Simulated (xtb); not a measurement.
xtb input (GFN1-xTB):

```bash
xtb mol.xyz --gfn 1 --sp --chrg 0 --uhf 0
```
mol.xyz:
```
12

C      2.13830162    -0.93295311     0.05042670
C      1.03132706    -0.44997384     0.02432137
B     -0.36510746     0.15929845    -0.00861018
C     -0.52862802     1.71070460     0.14060884
C     -1.60703771    -0.77890154    -0.19097338
H      3.11275966    -1.35811467     0.07340695
H      0.26305581     2.19063245     0.71700197
H     -1.50355643     2.00414263     0.53556362
H     -0.46906870     2.13093712    -0.87401790
H     -1.39801277    -1.69544430    -0.74376720
H     -1.91467111    -1.09089794     0.81780313
H     -2.46874678    -0.27100424    -0.62924084
```

End of the output:

```
         :::::::::::::::::::::::::::::::::::::::::::::::::::::
         ::                     SUMMARY                     ::
         :::::::::::::::::::::::::::::::::::::::::::::::::::::
         :: total energy             -13.595241953181 Eh    ::
         :: gradient norm              0.013244832883 Eh/a0 ::
         :: HOMO-LUMO gap              4.192447927086 eV    ::
         ::.................................................::
         :: SCC energy               -13.864550990667 Eh    ::
         :: -> electrostatic           0.002343952167 Eh    ::
         :: repulsion energy           0.272918731205 Eh    ::
         :: dispersion energy         -0.003609693719 Eh    ::
         :: halogen bond corr.         0.000000000000 Eh    ::
         :: add. restraining           0.000000000000 Eh    ::
         :: total charge              -0.000000000000 e     ::
         :::::::::::::::::::::::::::::::::::::::::::::::::::::

           -------------------------------------------------
          |                Property Printout                |
           -------------------------------------------------

    * Orbital Energies and Occupations

         #    Occupation            Energy/Eh            Energy/eV
      -------------------------------------------------------------
         1        2.0000           -0.6294499             -17.1282
         2        2.0000           -0.6249364             -17.0054
         3        2.0000           -0.6188765             -16.8405
         4        2.0000           -0.5815770             -15.8255
         5        2.0000           -0.5501386             -14.9700
         6        2.0000           -0.5260756             -14.3152
         7        2.0000           -0.5207537             -14.1704
         8        2.0000           -0.5109950             -13.9049
         9        2.0000           -0.5053890             -13.7523
        10        2.0000           -0.4714267             -12.8282
        11        2.0000           -0.4641255             -12.6295
        12        2.0000           -0.4604209             -12.5287
        13        2.0000           -0.4388507             -11.9417 (HOMO)
        14                         -0.2847810              -7.7493 (LUMO)
        15                         -0.1972192              -5.3666
Note: The following floating-point exceptions are signalling: IEEE_DENORMAL
normal termination of xtb
        16                         -0.1353789              -3.6838
        17                         -0.1283230              -3.4918
        18                         -0.1194711              -3.2510
        19                         -0.0938908              -2.5549
        20                         -0.0633848              -1.7248
        21                         -0.0561509              -1.5279
        22                         -0.0537657              -1.4630
        23                         -0.0433412              -1.1794
        24                          0.1013878               2.7589
       ...                                ...                  ...
        34                          1.3663619              37.1806
      -------------------------------------------------------------
                  HL-Gap            0.1540696 Eh            4.1924 eV
             Fermi-level           -0.3618158 Eh           -9.8455 eV

  Mulliken/CM5 charges         n(s)   n(p)   n(d)
     1C    -0.04662 -0.09439   1.107  2.939  0.000
     2C    -0.11284 -0.04875   1.164  2.949  0.000
     3B     0.21803 -0.02642   1.040  1.742  0.000
     4C    -0.18236 -0.26336   1.029  3.154  0.000
     5C    -0.18236 -0.26336   1.029  3.154  0.000
     6H     0.05412  0.10789   0.946  0.000  0.000
     7H     0.03871  0.09460   0.961  0.000  0.000
     8H     0.03601  0.09182   0.964  0.000  0.000
     9H     0.05130  0.10778   0.949  0.000  0.000
    10H     0.03871  0.09460   0.961  0.000  0.000
    11H     0.05130  0.10778   0.949  0.000  0.000
    12H     0.03601  0.09182   0.964  0.000  0.000

Wiberg/Mayer (AO) data.
largest (>0.10) Wiberg bond orders for each atom

 ---------------------------------------------------------------------------
     #   Z sym  total        # sym  WBO       # sym  WBO       # sym  WBO
 ---------------------------------------------------------------------------
     1   6 C    3.978 --     2 C    2.860     6 H    0.981
     2   6 C    3.953 --     1 C    2.860     3 B    1.049
     3   5 B    3.278 --     2 C    1.049     5 C    1.020     4 C    1.020
     4   6 C    3.979 --     3 B    1.020     8 H    0.978     7 H    0.977
                             9 H    0.948
     5   6 C    3.979 --     3 B    1.020    12 H    0.978    10 H    0.977
                            11 H    0.948
     6   1 H    0.995 --     1 C    0.981
     7   1 H    1.003 --     4 C    0.977
     8   1 H    1.002 --     4 C    0.978
     9   1 H    1.001 --     4 C    0.948
    10   1 H    1.003 --     5 C    0.977
    11   1 H    1.001 --     5 C    0.948
    12   1 H    1.002 --     5 C    0.978
 ---------------------------------------------------------------------------

Topologies differ in total number of bonds
Writing topology from bond orders to xtbtopo.mol

 dipole moment from electron density (au)
     X       Y       Z
  -0.0749   0.0327  -0.0018  total (Debye):    0.208

           -------------------------------------------------
          | TOTAL ENERGY              -13.595241953181 Eh   |
          | GRADIENT NORM               0.013244832883 Eh/α |
          | HOMO-LUMO GAP               4.192447927086 eV   |
           -------------------------------------------------

------------------------------------------------------------------------
------------------------------------------------------------------------
 total:
 SCF:
```
